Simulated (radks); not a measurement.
Spherical jellium clusters: N electrons in a uniform positive sphere of charge N and radius rs N^(1/3), rs = 3.18 bohr. Method: non-relativistic Kohn-Sham, PBE, spin-polarised, spherical densities; computed with a radial shooting solver with Libxc functionals. Levels are named by radial order and angular momentum (1s, 1p, 1d, 2s, ...), and open shells are averaged over m.

N = 3, configuration 1s2 1p(up 1, down 0). This is the lowest configuration that the search found. Occupied and some empty levels:

level    occupation  eigenvalue (eV)  <r> (bohr)
1s up             1          -4.9695       3.616
1s down           1          -4.5575       3.465
1p up             1          -2.3314       5.009
1p down           0          -1.7291       5.070

Energy (eV): total -3.88909, kinetic 7.2785, external -58.956, Hartree 27.525, exchange-correlation -11.776, background 32.039.

Electron density:

r (bohr)  n(r) (e/bohr^3)
0.620             0.01078
1.28              0.01006
1.95             0.008858
2.61             0.007234
3.28             0.005394
3.94             0.003627
4.61             0.002194
5.27             0.001220
5.94            0.0006445
6.60            0.0003328
7.27            0.0001709
7.93           0.00008821
8.60           0.00004576
